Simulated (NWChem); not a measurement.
CH$_{4}$CdO; SMILES C[O][CdH]

```xyz
7

Cd     0.4643     0.6626     0.1088
H      0.9641     2.1931    -0.2246
O     -0.1295    -1.1708     0.5151
C      0.4072    -2.3530     0.0297
H      1.4734    -2.5099     0.3008
H     -0.1476    -3.2131     0.4526
H      0.3441    -2.4578    -1.0748
```
Atoms are numbered in this order, from 1.

Results from NWChem. STO-3G and 3-21G are far too small for this property and stand as cheap habits. Geometry: optimised at PBE0/def2-SVP. def2 effective core potentials on Cd; no spin-orbit coupling. Field at 589 nm.

### Question
Among these, which level gives the lowest value of “anisotropy (bohr³)”?
(A) B3LYP/STO-3G (all-electron, non-relativistic)
(B) B3LYP/def2-SVP (core potentials)
(C) B3LYP/def2-SVPD (core potentials)

### Answer
A, B3LYP/STO-3G (all-electron, non-relativistic). Values: B3LYP/STO-3G (all-electron, non-relativistic) 19.5; B3LYP/def2-SVPD (core potentials) 29.7; B3LYP/def2-SVP (core potentials) 31.1
